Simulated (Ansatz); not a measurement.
Coupled-cluster run, AlFH$_{3}$NS (`[NH2][Al]([F])[SH]`).

```yaml
crystal:
  periodic: [false, false, false]
  atoms:
    - {symbol: N, position_ang: [-1.196496, 0.081374, 0.839722]}
    - {symbol: Al, position_ang: [0.283935, -0.250493, -0.036399]}
    - {symbol: F, position_ang: [1.131355, -1.624335, 0.295937]}
    - {symbol: S, position_ang: [1.039802, 1.103528, -1.557341]}
    - {symbol: H, position_ang: [-1.774949, 0.893189, 0.701998]}
    - {symbol: H, position_ang: [-1.584481, -0.515896, 1.550875]}
    - {symbol: H, position_ang: [2.100844, 0.312624, -1.794793]}
basis:
  gaussian: {orbitals: def2-QZVPP}
correlation: {method: ccsd_t}
```

```sh
$ ansatz run in.yaml --threads 2 --pin off --events-out ev --progress --plain --max-ram 20480MiB --backend cuda --devices 0, --max-vram 18GiB
```

Output of Ansatz, abridged:

```
Functional definition: HF
2057 factors; integrals over basis functions are off by at most 1.0e-3 eV
mean field evaluation 1: about -21638.9613 eV, gradient 4.8e1 eV
mean field evaluation 2: about -21639.0392 eV, gradient 4.8e1 eV
mean field evaluation 4: about -21643.2924 eV, gradient 2.8e0 eV
mean field evaluation 8: about -21643.3451 eV, gradient 3.4e-1 eV
mean field evaluation 16: about -21643.3457 eV, gradient 1.7e-6 eV
mean field -21643.34570963 eV, -795.3782844423 hartree, gradient 1.7e-6 eV, S^2 0.000000; 0 other end points of the search recorded, 0 dependent functions left out
12 core orbitals not correlated: weight in the atoms' cores, before any rotation towards them, 1.000 or more for the frozen orbitals, at most 0.000 for the correlated occupied ones
reference -21643.34570963 eV, -795.3782844423 hartree; 12, 12 occupied and 320, 320 virtual orbitals, 2057 factors
second order -21.20404414 eV of doubles, -0.00000000 eV of singles
cycle   1  -21.26502842 eV  change   -6.1e-2 eV  update   8.8e-2
cycle   2  -21.67737929 eV  change   -4.1e-1 eV  update   2.6e-2
cycle   3  -21.77695744 eV  change   -1.0e-1 eV  update   1.3e-2
cycle   4  -21.76630590 eV  change    1.1e-2 eV  update   3.1e-3
cycle   5  -21.76440362 eV  change    1.9e-3 eV  update   1.2e-3
cycle   6  -21.76483255 eV  change   -4.3e-4 eV  update   3.9e-4
cycle   7  -21.76460082 eV  change    2.3e-4 eV  update   1.3e-4
cycle   8  -21.76454892 eV  change    5.2e-5 eV  update   4.2e-5
cycle   9  -21.76456544 eV  change   -1.7e-5 eV  update   1.7e-5
perturbative correction -0.85477715 eV, -0.0314124808 hartree
Total energy: -21665.96505222 eV, -796.2095299504 hartree
```

It took 6 s on 2 threads of an AMD EPYC 7R13 on a shared host and a share of an NVIDIA H100 80 GB, with 0.85 GiB of host memory at the peak.

Correlation energy per correlated electron: -0.942 eV. T1 diagnostic: 0.0109.
